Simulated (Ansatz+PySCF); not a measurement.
Results of a calculation; reference values are marked as such.
## PySCF 2.14.0 run

```python
from pyscf import gto, scf

mol = gto.M(atom="""
Cr 0.000000 0.000000 -0.071800
H 0.000000 0.000000 1.723100
""", basis='def2-svp', charge=0, spin=5)
mf = scf.UHF(mol)
mf.init_guess = 'minao'
mf.kernel()
while True:  # follow internal instabilities
    mo, _, stable, _ = mf.stability(return_status=True)
    if stable: break
    mf.kernel(mf.make_rdm1(mo, mf.mo_occ))
print(mf.converged, mf.e_tot, mf.spin_square()[0])
```

The script is written out from the run's settings.

Output:

```json
{
  "Converged": "yes",
  "Total energy": "-1043.73225 hartree",
  "Spin squared of the determinant": "8.892"
}
```
